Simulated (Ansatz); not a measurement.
Question: Name a neutral molecule of C, Cu, N, O and H with HOMO energy (ωB97M-V/def2-TZVPP) between -8.35 and -8.05 eV and LUMO energy (PBE0/def2-TZVPP) between -0.90 and -0.60 eV (Ansatz, PBE0-D4/def2-TZVP geometry).

Answer: `CC#[N+][Cu-][OH]` (-8.17 eV, -0.61 eV). Other molecules can fit too; these were computed, each in one conformer that needn't be the lowest.
